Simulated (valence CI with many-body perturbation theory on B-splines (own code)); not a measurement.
# Basis-set convergence for Nd39+

Computed by configuration interaction combined with many-body perturbation theory (CI+MBPT): three valence electrons over a frozen Dirac-Fock core [Ar], radial functions for each j: 7 s, 7 p, 8 d, 6 f, 4 g, 1 h, with the one-electron correlation potential Σ1 (screened to all orders), the two-electron term Σ2, the three-electron term Σ3, Breit, model QED; selected single and double excitations, second order for the rest, scaled by the run's own slope (own B-spline code, finite nucleus).

The last digits are not significant, and no measured levels were compared; by estimate large intervals hold to a few tenths of a per cent, small ones and those within an open d or f shell to about a per cent. Only levels of the ground parity were solved; by the run's estimate the other parity begins above the list, which can be wrong where configurations are misplaced.

The reference run has the lowest level (3d3/2^3) J=3/2 and an ionisation energy of 2862.43 eV. Its largest variational space holds 4842 state functions.

Levels are named by their leading jj configuration (3d3/2^4 stands for four electrons in 3d with j = 3/2), which in mixed levels can hold well under half, so a name can repeat and another be missing. Letters in brackets count levels of one name in rising energy.

Changed runs:
A. basis 6 s, 6 p, 5 d, 5 f, 1 g
B. basis 5 s, 5 p, 4 d, 4 f

Excitation energies of the reference run in cm⁻¹, and shifts in cm⁻¹:

```csv
Level,Reference,A,B
(3d3/2^2 3d5/2) J=5/2 [a],167840,-206,-336
(3d3/2^2 3d5/2) J=3/2,212728,+7.3,+112
(3d3/2^2 3d5/2) J=7/2,224264,-8.4,+58
(3d3/2^2 3d5/2) J=9/2,233422,+113,+326
(3d3/2^2 3d5/2) J=1/2,242336,+83,+268
(3d3/2^2 3d5/2) J=5/2 [b],359693,+188,+425
(3d3/2 3d5/2^2) J=7/2 [a],395669,-64,-40
(3d3/2 3d5/2^2) J=9/2,417849,-52,+37
(3d3/2 3d5/2^2) J=3/2 [a],449871,+45,+124
(3d3/2 3d5/2^2) J=1/2,466675,+181,+466
(3d3/2 3d5/2^2) J=11/2,480106,+218,+622
(3d3/2 3d5/2^2) J=5/2 [a],493944,+244,+549
Ionisation energy (eV),2862.43,-0.07,-0.09
```
